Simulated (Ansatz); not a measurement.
**Which isomer of C2HBF gives these data?**

These gas-phase data were calculated for one isomer of C2HBF at B3LYP-D3(BJ)/6-311G** (harmonic, unscaled wavenumbers; equilibrium rotational constants with average atomic masses):

| Quantity | Value |
| --- | --- |
| rotational constants | 38.87, 6.516, 5.581 GHz |
| all wavenumbers above 1500 cm⁻¹ | 3193, 1669 |

Candidates:

(1) `[C]#CBF`, a doublet
(2) `FB1[C]=C1`, a doublet
(3) `C#C[B]F`, a doublet

**Question.** Which structure fits?

**Answer.** Candidate (2). No mode falls between 3300 and 3560 cm⁻¹, where the ≡C–H stretch of (3) would stand. No mode falls between 2350 and 2900 cm⁻¹, where the B–H stretch of (1) would stand.

The same quantities for all candidates:

|  | rotational constants (GHz) | wavenumbers above 1500 cm⁻¹ | E above the lowest, B3LYP-D3(BJ)/6-311G** (kcal/mol) |
| --- | --- | --- | --- |
| (1) | 44.8, 4.818, 4.35 | 2628 | 31.6 |
| (2) | 38.87, 6.516, 5.581 | 3193, 1669 | 0.0 |
| (3) | 126.4, 4.052, 3.926 | 3461, 2108 | 1.4 |

Open shells are spin-unrestricted. Programs: Ansatz 0.2.0.
